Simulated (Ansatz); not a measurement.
Ansatz results at the PBE0-D4/def2-TZVP geometry: LUMO energy (PBE/def2-TZVPP) 0.23 eV; HOMO energy (ωB97M-V/def2-TZVPP) -12.30 eV; HOMO energy (PBE/def2-TZVPP) -8.05 eV.

Each molecule was computed in one conformer, which needn't be the lowest.

Q: Which molecule gave them?
A. `C=C(F)C(=C)F`
B. `Cc1ccccc1`
C. `FCC(F)C(F)(F)OC(F)F`
D. `FC(F)COC(F)(F)C(F)F`

A: D. The others give `FCC(F)C(F)(F)OC(F)F`: -0.15, -12.49, -8.26; `Cc1ccccc1`: -1.06, -9.02, -5.98; `C=C(F)C(=C)F`: -2.13, -9.39, -6.17.
